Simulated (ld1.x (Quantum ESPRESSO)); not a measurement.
## Reading a pseudo-wave (Cu)

Columns: radius, all-electron u(r) and pseudo u(r) of the 3d shell (level -5.11 eV) of copper in the configuration [Ne] 3s2 3p6 3d10 4s1 4p0; PW91, scalar-relativistic, PAW scheme, ld1.x (Quantum ESPRESSO) 7.5.

```tsv
r (bohr)	all-electron	pseudo
0.075	0.0537	0.0011
0.150	0.2350	0.0088
0.225	0.4601	0.0287
0.300	0.6607	0.0646
0.375	0.8103	0.1178
0.450	0.9067	0.1873
0.525	0.9571	0.2692
0.600	0.9719	0.3581
0.675	0.9618	0.4472
0.750	0.9352	0.5296
0.825	0.8987	0.5991
0.900	0.8568	0.6510
0.975	0.8126	0.6828
1.050	0.7679	0.6945
1.125	0.7239	0.6882
1.200	0.6816	0.6675
1.275	0.6411	0.6373
1.350	0.6029	0.6024
1.425	0.5668	0.5669
1.500	0.5330	0.5330
1.575	0.5014	0.5014
1.650	0.4718	0.4718
1.725	0.4442	0.4442
1.800	0.4184	0.4184
1.875	0.3943	0.3943
1.950	0.3718	0.3718
```

(1) How many radial nodes do the two functions have?

(2) At about which radius was the pseudo-wave matched?

(3) Is the pseudo-wave norm-conserving?

## Answers

(1) The all-electron 3d function has n − l − 1 = 0; the pseudo-wave has 0.

(2) 1.50 bohr. The columns agree to 0.0005 from 1.35 bohr on; several derivatives are matched, so the curves merge somewhat inside the radius.

(3) No, it belongs to a PAW set: the norm inside the radius is not constrained, and the difference is carried by the augmentation charge.
